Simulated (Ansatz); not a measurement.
`F[SiH2][SiH](Cl)Cl` and `F[SiH2][SiH2]Cl` differ in one atom or group.

Ansatz, PBE0-D4/def2-TZVP geometries, multiplicity 1. Each molecule was computed in one conformer, which needn't be the lowest.

| property | `F[SiH2][SiH](Cl)Cl` |
| --- | --- |
| HOMO energy (PBE0/def2-TZVPP) / eV | -8.34 |
| LUMO energy (PBE/def2-TZVPP) / eV | -2.05 |
| HOMO–LUMO gap (PBE0/def2-TZVPP) / eV | 7.14 |
| size of the dipole moment (B3LYP/def2-TZVPP) / D | 1.02 |
| size of the dipole moment (ωB97M-V/def2-TZVPP) / D | 1.01 |
| HOMO–LUMO gap (ωB97M-V/def2-TZVPP) / eV | 11.00 |

(1) Give the same properties after the change, and the shifts. (Best estimate.)

Results:

(1) The calculation gave: 
| property | `F[SiH2][SiH2]Cl` | shift |
| --- | --- | --- |
| HOMO energy (PBE0/def2-TZVPP) / eV | -8.29 | 0.05 |
| LUMO energy (PBE/def2-TZVPP) / eV | -2.07 | -0.02 |
| HOMO–LUMO gap (PBE0/def2-TZVPP) / eV | 7.09 | -0.05 |
| size of the dipole moment (B3LYP/def2-TZVPP) / D | 0.14 | -0.88 |
| size of the dipole moment (ωB97M-V/def2-TZVPP) / D | 0.15 | -0.86 |
| HOMO–LUMO gap (ωB97M-V/def2-TZVPP) / eV | 10.94 | -0.06 |

Dipoles are sizes alone; their direction can turn.

B3LYP here is the variant with VWN-RPA as its local correlation; programs differ in this.
